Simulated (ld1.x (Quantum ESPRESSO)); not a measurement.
Reading a pseudo-wave (Cd (Z = 48))

Columns: radius, all-electron u(r) and pseudo u(r) of the 4d shell (level -12.60 eV) of cadmium in the configuration [Kr] 4d10 5s2 5p0; revPBE, non-relativistic, PAW scheme, ld1.x (Quantum ESPRESSO) 7.5.

| r (bohr) | all-electron | pseudo |
| --- | --- | --- |
| 0.185 | 0.4703 | -0.0154 |
| 0.370 | 0.1554 | -0.1096 |
| 0.555 | -0.4493 | -0.3050 |
| 0.740 | -0.8219 | -0.5509 |
| 0.925 | -0.9479 | -0.7565 |
| 1.110 | -0.9267 | -0.8515 |
| 1.295 | -0.8394 | -0.8269 |
| 1.480 | -0.7313 | -0.7317 |
| 1.665 | -0.6240 | -0.6240 |
| 1.850 | -0.5263 | -0.5263 |
| 2.035 | -0.4413 | -0.4413 |
| 2.220 | -0.3687 | -0.3687 |
| 2.405 | -0.3075 | -0.3075 |
| 2.590 | -0.2563 | -0.2563 |
| 2.775 | -0.2136 | -0.2136 |
| 2.960 | -0.1779 | -0.1779 |
| 3.145 | -0.1482 | -0.1482 |
| 3.330 | -0.1234 | -0.1234 |
| 3.515 | -0.1027 | -0.1027 |
| 3.700 | -0.0855 | -0.0855 |
| 3.885 | -0.0712 | -0.0712 |
| 4.070 | -0.0593 | -0.0593 |
| 4.255 | -0.0494 | -0.0494 |
| 4.440 | -0.0411 | -0.0411 |
| 4.625 | -0.0342 | -0.0342 |
| 4.810 | -0.0285 | -0.0285 |

How many radial nodes do the two functions have?

The all-electron 4d function has n − l − 1 = 1; the pseudo-wave has 0, since the states of the same l below it are removed with the core.

At about which radius was the pseudo-wave matched?

1.65 bohr, where the columns begin to agree (steps of 0.18 bohr).

Where does each function peak?

Outermost all-electron maximum near 0.93 bohr, pseudo maximum near 1.11 bohr (to the table’s step).

Is the pseudo-wave norm-conserving?

No, it belongs to a PAW set: the norm inside the radius is not constrained, and the difference is carried by the augmentation charge.
